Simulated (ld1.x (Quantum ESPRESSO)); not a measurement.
# u(r) = r·R(r): atom against pseudo-atom (Ge)

Columns: radius, all-electron u(r) and pseudo u(r) of the 4s shell (level -15.60 eV) of germanium in the configuration [Ar] 3d10 4s2 4p1.5; PBE, scalar-relativistic, TM scheme, ld1.x (Quantum ESPRESSO) 7.5.

| r (bohr) | all-electron | pseudo |
| --- | --- | --- |
| 0.120 | -0.2023 | -0.0290 |
| 0.240 | -0.0275 | -0.0600 |
| 0.360 | 0.2697 | -0.0951 |
| 0.480 | 0.3531 | -0.1366 |
| 0.600 | 0.2582 | -0.1869 |
| 0.720 | 0.0787 | -0.2478 |
| 0.840 | -0.1197 | -0.3203 |
| 0.960 | -0.3027 | -0.4030 |
| 1.080 | -0.4555 | -0.4917 |
| 1.200 | -0.5746 | -0.5790 |
| 1.320 | -0.6612 | -0.6560 |
| 1.440 | -0.7194 | -0.7148 |
| 1.560 | -0.7536 | -0.7518 |
| 1.680 | -0.7681 | -0.7678 |
| 1.800 | -0.7669 | -0.7669 |
| 1.920 | -0.7535 | -0.7535 |
| 2.040 | -0.7308 | -0.7308 |
| 2.160 | -0.7013 | -0.7013 |
| 2.280 | -0.6670 | -0.6670 |
| 2.400 | -0.6296 | -0.6296 |
| 2.520 | -0.5906 | -0.5906 |
| 2.640 | -0.5509 | -0.5509 |
| 2.760 | -0.5115 | -0.5115 |
| 2.880 | -0.4728 | -0.4728 |
| 3.000 | -0.4356 | -0.4356 |
| 3.120 | -0.3999 | -0.3999 |

Task: How many radial nodes do the two functions have?

Result: The all-electron 4s function has n − l − 1 = 3 (the table is too coarse to show those close to the nucleus); the pseudo-wave has 0, since the states of the same l below it are removed with the core.

Task: At about which radius was the pseudo-wave matched?

Result: 1.90 bohr. The columns agree to 0.0005 from 1.68 bohr on; several derivatives are matched, so the curves merge somewhat inside the radius.

Task: Where does each function peak?

Result: Outermost all-electron maximum near 1.68 bohr, pseudo maximum near 1.68 bohr (to the table’s step).

Task: Is the pseudo-wave norm-conserving?

Result: Yes: the TM scheme keeps the norm inside the radius equal to the all-electron one, which fixes the energy derivative of the logarithmic derivative at the level.
